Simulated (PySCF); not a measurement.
# Why did this PySCF run fail?

```python
from pyscf import gto, scf
from pyscf.hessian import thermo

mol = gto.M(
    atom='Rb 0 0 0; Rb 0 0 4.22',
    basis='def2-svpd',
    ecp={'Rb': 'def2-svpd'},
    charge=-1,
    spin=1,
    verbose=4,
)
mf = scf.UHF(mol)
mf.level_shift = -0.2
mf.kernel()
hess = mf.Hessian().kernel()
print('wavenumber (cm^-1) =', thermo.harmonic_analysis(mol, hess)['freq_wavenumber'].round(1))
mf.dip_moment()
print('orbital energies (hartree):', [e[max(0, n-3):n+3].round(4) for e, n in zip(mf.mo_energy, mol.nelec)])
```

```bash
$ OMP_NUM_THREADS=1 python input.py
```

The log, shortened:

```
[earlier lines left out]

cycle= 1 E= -47.4421702250418  delta_E= -5.72  |g|= 0.339  |ddm|=    3

cycle= 2 E= -47.2967698244967  delta_E= 0.145  |g|= 0.226  |ddm|= 47.5
cycle= 3 E= -47.5523046662654  delta_E= -0.256  |g|= 0.125  |ddm|= 47.4
cycle= 4 E= -47.3448795955546  delta_E= 0.207  |g|= 0.101  |ddm|= 27.6
cycle= 5 E= -47.5727604258922  delta_E= -0.228  |g|= 0.092  |ddm|= 27.3
cycle= 6 E= -47.3816665157893  delta_E= 0.191  |g|= 0.0733  |ddm|= 18.5
cycle= 7 E= -47.5938413533429  delta_E= -0.212  |g|= 0.0481  |ddm|= 17.6
cycle= 8 E= -47.3448755670383  delta_E= 0.249  |g|= 0.0686  |ddm|= 35.6
cycle= 9 E= -47.6025308836627  delta_E= -0.258  |g|= 0.0248  |ddm|= 34.5
cycle= 10 E= -47.3434541127909  delta_E= 0.259  |g|= 0.0605  |ddm|= 36.6
[30 cycles left out]
cycle= 41 E= -47.5913593015447  delta_E= -0.197  |g|= 0.0224  |ddm|= 22.6
cycle= 42 E= -47.3939378799314  delta_E= 0.197  |g|= 0.0796  |ddm|= 21.6
cycle= 43 E= -47.5906345778476  delta_E= -0.197  |g|= 0.0239  |ddm|= 21.3
cycle= 44 E= -47.3915522018106  delta_E= 0.199  |g|= 0.0817  |ddm|=   22
cycle= 45 E= -47.5897095784415  delta_E= -0.198  |g|= 0.0215  |ddm|= 21.7
cycle= 46 E= -47.3962214180883  delta_E= 0.193  |g|= 0.0817  |ddm|=   20
cycle= 47 E= -47.5896521980711  delta_E= -0.193  |g|= 0.0209  |ddm|= 20.5
cycle= 48 E= -47.4006915942756  delta_E= 0.189  |g|= 0.0859  |ddm|= 16.9
cycle= 49 E= -47.5889638244369  delta_E= -0.188  |g|= 0.0211  |ddm|= 16.5
cycle= 50 E= -47.3981230940512  delta_E= 0.191  |g|= 0.0827  |ddm|= 19.2
SCF not converged.
SCF energy = -47.3981230940512 after 50 cycles  <S^2> = 0.90826284  2S+1 = 2.1524524
wavenumber (cm^-1) = [0.+871.1j]

WARN: System has nonzero charge -1; the dipole moment is origin-dependent.
Location of origin: [0. 0. 0.]

Dipole moment(X, Y, Z, Debye): -0.00000,  0.00001, -6.76997
orbital energies (hartree): [array([-0.7507, -0.1692, -0.1503, -0.1463, -0.1458, -0.1427]), array([-0.7519, -0.7507, -0.1505, -0.1454, -0.1446, -0.1404])]
```

Problem. Which setting is at fault, why, and what does a mended input give?

Solution. The level shift (hartree) (-0.2): a negative shift narrows the gap and lets the occupation swap. With this edit
```diff
- mf.level_shift = -0.2
```
the run finishes: E(SCF) = -47.610878 Eh, 13 cycles, ⟨S²⟩ = 1.134, wavenumbers 56 cm⁻¹.

⟨S²⟩ = 1.13 against 0.75 for a pure state: the determinant is spin-contaminated. The bond length is a typed value, not an optimised one, so the wavenumber is not that of the minimum. The dipole of an ion depends on the origin. No search for the lowest solution was made.
